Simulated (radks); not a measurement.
The osmium ion Os4+, 72 electrons, occupied as [Xe] 4f14 5d4. Method: non-relativistic Kohn-Sham, BLYP, spin-unpolarised, spherical densities, point nucleus; relativity is left out, which matters for an element this heavy; computed with a radial shooting solver on a logarithmic mesh with Libxc functionals.

Unscreened Slater integrals over Kohn-Sham orbitals (cm^-1). Empty in this configuration: 6s.

integral,value
"F0(5d,5d)",130010
"F2(5d,5d)",68701
"F4(5d,5d)",45894
"F0(5d,5p)",144370
"F2(5d,5p)",73901
"G1(5d,5p)",91052
"G3(5d,5p)",56634
"F0(5d,4f)",166610
"F2(5d,4f)",39639
"F4(5d,4f)",18605
"G1(5d,4f)",13270
"G3(5d,4f)",12467
"G5(5d,4f)",9961.0
"F0(5d,5s)",148410
"G2(5d,5s)",66134
"F0(5d,6s)",91881
"G2(5d,6s)",17489
"F0(5p,5p)",165930
"F2(5p,5p)",89913
"F0(5p,4f)",205080
"F2(5p,4f)",61524
"G2(5p,4f)",22871
"G4(5p,4f)",19433
"F0(5p,5s)",172580
"G1(5p,5s)",119530
"F0(5p,6s)",95746
"G1(5p,6s)",7753.7
"F0(4f,4f)",372520
"F2(4f,4f)",183590
"F4(4f,4f)",116580
"F6(4f,4f)",84280
"F0(4f,5s)",219590
"G3(4f,5s)",25506
"F0(4f,6s)",103020
"G3(4f,6s)",3357.0
"F0(5s,5s)",180290
"F0(5s,6s)",96816
"G0(5s,6s)",5057.6
"F0(6s,6s)",78389

Derived for the open shells (J is the average intra-shell exchange parameter used in DFT+U). 5d: Racah B = F2/49 - 5 F4/441 = 881.7 cm^-1, C = 35 F4/441 = 3642 cm^-1, C/B = 4.13, F4/F2 = 0.668, J = (F2 + F4)/14 = 8185 cm^-1.
